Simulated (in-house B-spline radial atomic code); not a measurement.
## RPA and G0W0 on B3LYP (VWN-RPA): Be+

Configuration [He] 2s1, highest spin, mean-field start B3LYP (VWN-RPA). Computed with a B-spline radial code for spherical atoms: all electrons, scalar-relativistic (spin-free one-electron X2C), finite nucleus, each spin shell either full or empty, empty states to l = 9 with an (l + 1/2)⁻⁴ tail; G0W0 by contour deformation at full frequency.

RPA overbinds a lone outer s electron by self-correlation, and G0W0 tends to as well.

Command:
```bash
python run_gw.py task.json out
```
Settings (radii: box in bohr, nucleus in fm):
```
Z                        4
electrons                3
configuration            [He] 2s1
hamiltonian              x2c
method                   b3lyp
lmax                     9
rms_radius               2.519
spin_polarised           True
box_radius               23.78
intervals                73
ion_configuration        1s2
```

Run time, properties included: 2.4 s on 1 thread of Arm Neoverse N1, with other jobs on the host.

Energies (hartree):

```csv
term,value
mean-field total,-14.34114
Hartree-Fock functional on these orbitals,-14.27831
direct second order,-0.13013
second-order exchange,0.080531
SOSEX correction,0.069635
```

(1) What is the RPA correlation energy, and what remains with SOSEX?

Quasi-particle levels (eV):

```tsv
level	occupied	mean field	Σx - vxc	Σc	QP weight	G0W0
2s up	yes	-15.248	-2.89	?	?	?
2s down	no	-11.471	4.12	-1.97	0.864	-9.326
```

G0W0 = mean field + (Σx - vxc) + Σc, with Σc (partial-wave tail included) taken at the quasi-particle energy. Levels of low weight are left out.

(2) Where does G0W0 put 2s up?

(3) What does it cost to remove one electron (to 1s2) by differences of total energies, each species on its own start (correlation terms add to the Hartree-Fock functional)?

Results:

(1) RPA gives -0.11569 hartree (-1.05 eV per electron); RPA + SOSEX gives -0.046058, and the second-order doubles -0.049598 hartree (no singles). SOSEX takes back 60 % of the RPA value.

(2) At -18.904 eV, with Σc = -0.77 eV and a quasi-particle weight of 0.928. The tabulated removal energy is 18.211 eV (NIST, measured).

(3) B3LYP (VWN-RPA) 18.623 eV, Hartree-Fock functional 18.115 eV, + RPA 18.907 eV, + RPA + SOSEX 18.190 eV, + second order 18.206 eV. Tabulated: 18.211 eV (NIST, measured).
